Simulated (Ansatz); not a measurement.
Consider the redistribution: `[CH3][GaH][CH3]` + `C#[C][Ti]([F])([F])[F]` → `C#[C][GaH][CH3]` + `[CH3][Ti]([F])([F])[F]`.

Gas-phase electronic energies from Ansatz, PBE0-D4/def2-TZVP geometries. CBS: MP2 limit from def2 TZ/QZ plus the TZ coupled-cluster correction, frozen cores. For Ga, Ti outer-core shells are correlated without core-valence functions, which leaves a few kJ/mol of doubt a bond. Scalar relativity is left out up to krypton.

```json
{"species": "`[CH3][GaH][CH3]`", "CCSD(T)/CBS(def2) energy (Eh)": "-2004.25596"}
{"species": "`C#[C][Ti]([F])([F])[F]`", "CCSD(T)/CBS(def2) energy (Eh)": "-1225.14941"}
{"species": "`C#[C][GaH][CH3]`", "CCSD(T)/CBS(def2) energy (Eh)": "-2041.04465"}
{"species": "`[CH3][Ti]([F])([F])[F]`", "CCSD(T)/CBS(def2) energy (Eh)": "-1188.36791"}
```

Q: Work out ΔE.

A: ΔE = (-2041.04465) + (-1188.36791) − (-2004.25596) − (-1225.14941) = -0.00719 Eh = -18.9 kJ/mol.

Largest T1 diagnostic among the species: 0.023, so the coupled-cluster value is less sure than usual.

Leaving LDA and LC-ωPBE aside and taking each functional with its dispersion term where it has one, the values, not all of them listed here, spread over 16.7 kJ/mol, from BHLYP-D4 to revPBE-D4. From r2SCAN to r2SCAN0 (25 % exact exchange), in def2-TZVPP and without D4, ΔE moves by −6.5 kJ/mol.
